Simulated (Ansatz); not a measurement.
Consider the ligand exchange at the As–Se bond: `C[Se][AsH2]` + `S[S][GeH3]` → `[GeH3][S]S[AsH2]` + `C[SeH]`.

Program: Ansatz. Geometries: PBE0-D4/def2-TZVP. ΔE: electronic, gas phase. CCSD(T)/CBS adds triple-zeta CCSD(T) − MP2 to the extrapolated MP2 energy (def2 sets, frozen cores). DFT in def2-TZVPP. B3LYP here is the variant with VWN-RPA as its local correlation; programs differ in this. HSE06 is defined as in plane-wave codes. For As, Ge, Se outer-core shells are correlated without core-valence functions, which leaves a few kJ/mol of doubt a bond. Scalar relativity is left out up to krypton. Each species was taken in one conformer, which may not be the lowest.

| level | ΔE (kcal/mol) | difference from CCSD(T)/CBS |
| --- | --- | --- |
| LDA (SPW92) | 1.9 | -0.8 |
| PBE-D4 | 2.1 | -0.6 |
| revPBE-D4 | 1.7 | -1.0 |
| BLYP-D4 | 1.7 | -1.0 |
| r2SCAN-D4 | 2.7 | 0.0 |
| B97M-V | 1.8 | -0.9 |
| PBE0-D4 | 2.7 | 0.0 |
| B3LYP-D4 | 2.3 | -0.4 |
| r2SCAN0-D4 | 3.1 | 0.4 |
| HSE06-D4 | 2.7 | 0.0 |
| BHLYP-D4 | 2.9 | 0.2 |
| CAM-B3LYP-D4 | 2.7 | 0.0 |
| ωB97X-V | 3.0 | 0.3 |
| ωB97M-V | 2.8 | 0.1 |
| B2PLYP | 3.0 | 0.3 |
| PBE-QIDH | 3.0 | 0.3 |
| PBE | 2.7 | 0.0 |
| BLYP | 3.0 | 0.3 |
| r2SCAN | 2.8 | 0.1 |
| PBE0 | 3.3 | 0.6 |
| B3LYP | 3.4 | 0.7 |
| r2SCANh | 3.0 | 0.3 |
| r2SCAN0 | 3.3 | 0.6 |
| HSE06 | 3.3 | 0.6 |
| BHLYP | 3.9 | 1.2 |
| CAM-B3LYP | 3.3 | 0.6 |
| LC-ωPBE | 3.3 | 0.6 |
| RPA@PBE/def2-TZVPP | 2.7 | 0.0 |
| HF/def2-SVP | 4.2 | 1.5 |
| MP2/def2-SVP | 2.8 | 0.1 |
| CCSD/def2-SVP | 3.0 | 0.3 |
| CCSD(T)/def2-SVP | 2.6 | -0.1 |
| MP2/def2-TZVPP | 2.5 | -0.2 |
| SCS-MP2/def2-TZVPP | 2.7 | 0.0 |
| HF/def2-QZVPP | 4.7 | 2.0 |
| MP2/def2-QZVPP | 2.5 | -0.2 |
| SCS-MP2/def2-QZVPP | 2.7 | 0.0 |
| HF/CBS(def2) | 4.7 | 2.0 |
| MP2/CBS(def2) | 2.4 | -0.3 |
| CCSD/CBS(def2) | 3.2 | 0.5 |
| CCSD(T)/CBS | 2.7 | 0 |

Largest T1 diagnostic among the species: 0.013.

The D4 term adds −1.1 kcal/mol with B3LYP and −0.6 kcal/mol with PBE0; it sums over pairs of atoms, weighted by their polarisabilities, and B3LYP, whose exchange is more repulsive, gets the larger term. From BLYP to BHLYP (50 % exact exchange), in def2-TZVPP and without D4, ΔE moves by +0.9 kcal/mol.
